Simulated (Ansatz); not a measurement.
Frontier orbitals of `F[SiH2][S][AlH2]`.

Charge 0, multiplicity 1. The structure was optimised at the PBE0-D4/def2-TZVP level. It is one conformer, not always the lowest. Basis def2-TZVPP, Ansatz.

| functional | HOMO (eV) | LUMO (eV) | gap (eV) |
| --- | --- | --- | --- |
| PBE | -7.06 | -2.44 | 4.62 |
| PBE0 | -8.22 | -1.68 | 6.54 |
| r2SCANh | -7.77 | -1.87 | 5.90 |
| CAM-B3LYP | -9.48 | -0.74 | 8.74 |
| LC-ωPBE | -10.89 | 0.33 | 11.22 |
| ωB97M-V | -10.37 | -0.05 | 10.32 |

From PBE to PBE0 the HOMO moves by −1.16 eV and the LUMO by +0.76 eV, and with ωB97M-V by −3.32 and +2.39 eV, so the gap grows from 4.62 to 10.33 eV with exact exchange.

LC-ωPBE has ω = 0.4 bohr⁻¹.
